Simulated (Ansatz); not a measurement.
Species: C6H6N, charge 0, multiplicity 2. It need not be the lowest isomer of its formula. 
Geometry from a B3LYP-D3(BJ)/def2-TZVP (Ansatz, a program for electronic structure) optimisation:
```xyz
13

C     -1.5999    -0.9634     0.5349
C     -1.8476     0.5109     0.5364
C     -0.5217     1.0714     0.1051
C      0.3757     0.1054    -0.1196
C     -0.1988    -1.2775     0.1244
C      1.7170     0.3079    -0.5377
N      2.8117     0.4361    -0.8771
H     -2.3363    -1.7074     0.7961
H     -2.1475     0.8998     1.5211
H     -2.6547     0.8164    -0.1463
H     -0.3264     2.1285    -0.0072
H      0.3709    -1.8176     0.8931
H     -0.1374    -1.9012    -0.7780
```
Charge 0, spin multiplicity 2.

Atomisation energy built up term by term with Ansatz (kcal/mol; UHF references for open shells; valence terms freeze the core; atomic spin-orbit terms are left out). CBS marks a two-point X^-3 extrapolation of the correlation energy; Hartree-Fock from the larger set.

The UHF reference is spin-contaminated (<S^2> 0.17 over the pure value in the largest basis). 

```
term                                          basis  kcal/mol
-----------------------  --------------------------  --------
Hartree-Fock                                cc-pVQZ   1027.81
CCSD correlation               CBS(cc-pVTZ,cc-pVQZ)       [?]
(T)                            CBS(cc-pVTZ,cc-pVQZ)       [?]
core correlation                          cc-pwCVTZ      7.36
scalar relativity (X2C)  cc-pVTZ-DK against cc-pVTZ     -1.12
sum: De                                                   [?]
```

Question: Fill in the missing entries.

Answer: 
- CCSD correlation, kcal/mol: 354.58
- (T), kcal/mol: 29.59
- sum: De, kcal/mol: 1418.2
